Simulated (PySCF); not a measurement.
## Relaxation of quartet HFeO

Level of theory: PySCF, UPBE0, basis Fe def2-TZVP, O def2-TZVP, H def2-TZVP (no relativity, density fitting). A (50,194) grid was used.

A hand-made bent start, of Cs symmetry, held to at least that symmetry:

Coordinates in bohr (charge 0 multiplicity 4):
```
Fe    0.5319    0.0000   -0.4167
O    -2.0378    0.0000    1.3825
H     2.8228    0.0000    1.1875
```

Optimiser trace:
```csv
step,E − E(last) (kJ/mol),largest gradient (Eh/bohr)
0,16.78,0.05842
1,1.88,0.02124
2,0.54,0.01011
3,0.08,0.00279
4,0.01,0.00093
5,0.00,0.00018
6,0.00,0.00009
```

It ends at Cs with Fe–H 1.539 Å, Fe–O 1.567 Å; H–Fe–O 107.4°. A frequency run shows a minimum.

Final geometry:
```xyz
3
charge 0 multiplicity 4, angstrom
Fe    0.2557    0.0000   -0.2209
O    -0.9894    0.0000    0.7308
H     1.5126    0.0000    0.6670
```

Other spin states or occupations of the open shell can lie lower. At this level a sextet minimum of C∞v symmetry lies 11 kJ/mol below this structure.
